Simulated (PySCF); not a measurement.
**Shifts of the heteroatoms**

Numbering as in the mapped SMILES `[CH3:1][CH2:2][C:3]1=[C:4]([O:5][CH3:6])[SiH2:7][SiH2:8][O:9]1`; H(Xn) means a hydrogen on atom n.

One computed conformer, no solvent model, rapidly exchanging positions averaged, no relativistic terms. Shieldings: GIAO PBE0/pcSseg-1; structure optimised with GFN2-xTB; PySCF 2.14.

Q: Where does ²⁹Si resonate?

A: 
```tsv
atoms	environment	σ (ppm)	δ (ppm)
Si8	silicon bonded to O, Si, 2 H, in a 5-membered ring	367.5	-22.1
Si7	silicon bonded to C, Si, 2 H, in a 5-membered ring	442.6	-83.8
```

Shieldings were converted by a linear fit to measured shifts: ²⁹Si: δ = 279.94 − 0.822σ (rms 8.9 ppm, 72 shifts, 25.8 ppm with the 6 outliers that the fit left out vs TMS, solution or neat liquid). Occasional misses reach two or three times the rms, and more in compound classes unlike the fitted ones.

On a 400 MHz spectrometer ²⁹Si resonates near 79.5 MHz, so 1 ppm is 79.5 Hz.

Q: What are the ¹⁷O shifts?

A: 
| atoms | environment | σ (ppm) | δ (ppm) |
| --- | --- | --- | --- |
| O9 | oxygen bonded to C, Si, in a 5-membered ring | 261.0 | 28.9 |
| O5 | ether oxygen | 275.6 | 15.6 |

Shieldings were converted by a linear fit to measured shifts: ¹⁷O (scatter 10.7 ppm rms, 12.2 ppm with the 3 outliers that the fit left out vs liquid water, solution or neat liquid). A few per cent of atoms miss by over 2 rms, more outside the fitted compound classes.

On a 400 MHz spectrometer ¹⁷O resonates near 54.2 MHz, so 1 ppm is 54.2 Hz.
